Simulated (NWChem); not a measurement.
System: C2H3BN2O; SMILES B1(O)N=CC=N1

The following NWChem deck was run.

```
start job
memory heap 200 mb stack 900 mb global 1100 mb
geometry units angstroms noautosym nocenter noautoz
  O     -0.083034    -2.044210     0.000000
  B     -0.045524    -0.711241     0.000000
  N      1.222477     0.095843     0.000000
  C      0.769863     1.284946     0.000000
  C     -0.762425     1.317431     0.000000
  N     -1.268576     0.150541     0.000000
  H      0.806749    -2.418704     0.000000
  H      1.404134     2.186542     0.000000
  H     -1.354958     2.246829     0.000000
end
basis spherical
  * library def2-svp
end
dft
  xc b3lyp
  iterations 150
  mulliken
end
task dft energy
esp
  recalculate
  probe 0.07
  range 0.3
  factor 1.0
  spacing 0.02
end
task esp
```

NWChem printed, in part:

```
             Northwest Computational Chemistry Package (NWChem) 7.3.0
             --------------------------------------------------------

                             Geometry "geometry" -> ""
                             -------------------------

 Output coordinates in angstroms (scale by  1.889725989 to convert to a.u.)

  No.       Tag          Charge          X              Y              Z
 ---- ---------------- ---------- -------------- -------------- --------------
    1 O                    8.0000    -0.08303400    -2.04421000     0.00000000
    2 B                    5.0000    -0.04552400    -0.71124100     0.00000000
    3 N                    7.0000     1.22247700     0.09584300     0.00000000
    4 C                    6.0000     0.76986300     1.28494600     0.00000000
    5 C                    6.0000    -0.76242500     1.31743100     0.00000000
    6 N                    7.0000    -1.26857600     0.15054100     0.00000000
    7 H                    1.0000     0.80674900    -2.41870400     0.00000000
    8 H                    1.0000     1.40413400     2.18654200     0.00000000
    9 H                    1.0000    -1.35495800     2.24682900     0.00000000

 Effective nuclear repulsion energy (a.u.)     198.7947287859

                                 NWChem DFT Module
                                 -----------------

 Summary of "ao basis" -> "ao basis" (spherical)
 ------------------------------------------------------------------------------
       Tag                 Description            Shells   Functions and Types
 ---------------- ------------------------------  ------  ---------------------
 O                          def2-svp                 6       14   3s2p1d
 B                          def2-svp                 6       14   3s2p1d
 N                          def2-svp                 6       14   3s2p1d
 C                          def2-svp                 6       14   3s2p1d
 H                          def2-svp                 3        5   2s1p

            General Information
            -------------------
          SCF calculation type: DFT
          Wavefunction type:  closed shell.
          No. of atoms     :     9
          No. of electrons :    42
           Alpha electrons :    21
            Beta electrons :    21
          Charge           :     0
          Spin multiplicity:     1
          Use of symmetry is: off; symmetry adaption is: off
          Maximum number of iterations: 150
          AO basis - number of functions:    99
                     number of shells:    45
          Convergence on energy requested:  1.00D-06
          Convergence on density requested:  1.00D-05
          Convergence on gradient requested:  5.00D-04

              XC Information
              --------------
                         B3LYP Method XC Potential
                     Hartree-Fock (Exact) Exchange  0.200
                        Slater Exchange Functional  0.800 local
                    Becke 1988 Exchange Functional  0.720 non-local
              Lee-Yang-Parr Correlation Functional  0.810
                  VWN I RPA Correlation Functional  0.190 local

             Grid Information
             ----------------
          Grid used for XC integration:  medium
          Radial quadrature: Mura-Knowles
          Angular quadrature: Lebedev.
          Tag              B.-S. Rad. Rad. Pts. Rad. Cut. Ang. Pts.
          ---              ---------- --------- --------- ---------
          O                   0.60       49          11.0       434
          B                   0.85       49          10.0       434
          N                   0.65       49          10.0       434
          C                   0.70       49          11.0       434
          H                   0.35       45          12.0       434
          Grid pruning is: on
          Number of quadrature shells:   429
          Spatial weights used:  Erf1

      Superposition of Atomic Density Guess
      -------------------------------------

 Sum of atomic energies:        -284.43096981

      Non-variational initial energy
      ------------------------------

 Total energy =    -287.683348
 1-e energy   =    -779.366523
 2-e energy   =     292.888447
 HOMO         =      -0.312056
 LUMO         =      -0.121827

     ---------------------------------------------
      Total Density - Mulliken Population Analysis
     ---------------------------------------------

    Atom       Charge   Shell Charges
 -----------   ------   -------------------------------------------------------
    1 O    8     8.47   1.99  1.11  0.55  3.08  1.74  0.01
    2 B    5     4.50   1.99  0.83  0.11  1.18  0.20  0.19
    3 N    7     7.60   1.99  1.10  0.52  2.48  1.48  0.02
    4 C    6     5.66   1.99  0.97  0.29  1.69  0.67  0.06
    5 C    6     5.66   1.99  0.97  0.29  1.68  0.67  0.06
    6 N    7     7.59   1.99  1.10  0.52  2.49  1.47  0.02
    7 H    1     0.65   0.52  0.07  0.06
    8 H    1     0.93   0.68  0.23  0.02
    9 H    1     0.93   0.68  0.23  0.02

   convergence    iter        energy       DeltaE   RMS-Dens  Diis-err
 ---------------- ----- ----------------- --------- --------- ---------
 d= 0,ls=0.0,diis     1   -287.2728428641 -4.86D+02  1.95D-02  1.15D+00
 d= 0,ls=0.0,diis     2   -286.9291838096  3.44D-01  1.34D-02  4.35D+00
 d= 0,ls=0.0,diis     3   -287.4194260510 -4.90D-01  2.04D-03  4.29D-02
 d= 0,ls=0.0,diis     4   -287.4235093616 -4.08D-03  8.81D-04  1.07D-02
 d= 0,ls=0.0,diis     5   -287.4246374023 -1.13D-03  2.19D-04  1.77D-03
  Resetting Diis
 d= 0,ls=0.0,diis     6   -287.4248032735 -1.66D-04  6.07D-05  7.54D-05
 d= 0,ls=0.0,diis     7   -287.4248110017 -7.73D-06  3.08D-05  2.73D-06
 d= 0,ls=0.0,diis     8   -287.4248103251  6.77D-07  1.84D-05  8.31D-06
 d= 0,ls=0.0,diis     9   -287.4248113233 -9.98D-07  3.34D-06  2.73D-07

         Total DFT energy =     -287.424811323282
      One electron energy =     -783.602097861521
           Coulomb energy =      335.833558190152
    Exchange-Corr. energy =      -38.451000437784
 Nuclear repulsion energy =      198.794728785872

 Numeric. integr. density =       42.000000793617

                       DFT Final Molecular Orbital Analysis
                       ------------------------------------

 Vector   19  Occ=2.000000D+00  E=-3.098459D-01
              MO Center= -4.4D-02,  5.0D-01,  1.5D-09, r^2= 2.3D+00
   Bfn.  Coefficient  Atom+Function         Bfn.  Coefficient  Atom+Function
  ----- ------------  ---------------      ----- ------------  ---------------
    76     -0.358357  6 N  pz                34      0.352351  3 N  pz
    62      0.261836  5 C  pz                48     -0.247617  4 C  pz
    37     -0.246175  3 N  pz                79      0.245406  6 N  pz
    65      0.185940  5 C  pz                51     -0.175178  4 C  pz
    27      0.030307  2 B  d  1

 Vector   20  Occ=2.000000D+00  E=-2.791528D-01
              MO Center=  1.0D+00,  4.0D-01,  3.3D-09, r^2= 2.0D+00
   Bfn.  Coefficient  Atom+Function         Bfn.  Coefficient  Atom+Function
  ----- ------------  ---------------      ----- ------------  ---------------
    32      0.478440  3 N  px                35     -0.317501  3 N  px
    60     -0.237188  5 C  px                31     -0.227242  3 N  s
    16      0.207046  2 B  s                 30     -0.182899  3 N  s
    90      0.178650  8 H  s                 59     -0.177067  5 C  s
    46      0.173475  4 C  px                19     -0.152047  2 B  py

 Vector   21  Occ=2.000000D+00  E=-2.731349D-01
              MO Center= -1.1D+00,  2.9D-01,  4.5D-10, r^2= 1.9D+00
   Bfn.  Coefficient  Atom+Function         Bfn.  Coefficient  Atom+Function
  ----- ------------  ---------------      ----- ------------  ---------------
    74      0.512195  6 N  px                77     -0.328703  6 N  px
    73      0.206599  6 N  s                 45      0.202699  4 C  s
    72      0.186146  6 N  s                 46     -0.181929  4 C  px
    18     -0.180296  2 B  px                32      0.175598  3 N  px
    49     -0.168739  4 C  px                95     -0.142507  9 H  s

[...]

                     NWChem Electrostatic Potential Fit Module
                     -----------------------------------------

 Atom parameters

 Number of atoms is                                    9
 Number of basis functions is                         99

 Grid parameters

 Maximum number of grid points is                  35741
 Number of grid points is                          35740
 Grid range                                     0.300000 nm
 Grid spacing                                   0.020000 nm
 Probe radius                                   0.070000 nm
 Atom radius factor                             1.000000

 Atomic radii

    1    0.100000
    5    0.158000
    6    0.147000
    7    0.140000
    8    0.136000
 FASTESP  F
  using M.O. file = ./job.movecs

    Atom              Coordinates                           Charge

                                                  ESP

    1 O    -0.008303   -0.204421    0.000000   -0.671582
    2 B    -0.004552   -0.071124    0.000000    1.025413
    3 N     0.122248    0.009584    0.000000   -0.712992
    4 C     0.076986    0.128495    0.000000    0.308914
    5 C    -0.076243    0.131743    0.000000    0.202352
    6 N    -0.126858    0.015054    0.000000   -0.618903
    7 H     0.080675   -0.241870    0.000000    0.413061
    8 H     0.140413    0.218654    0.000000    0.017129
    9 H    -0.135496    0.224683    0.000000    0.036607
                                            ------------
                                                0.000000

 Dipole moment                                  0.777641

 Quadrupole moment Qxx                        -15.809898
                   Qyy                         16.061274
                   Qzz                         -0.251376

 RMS deviation kJ/mol                           0.073125

 RRMS %                                        24.199392
```

Level: B3LYP/def2-SVP. Coordinates come from a PBE0/def2-SVP optimisation.
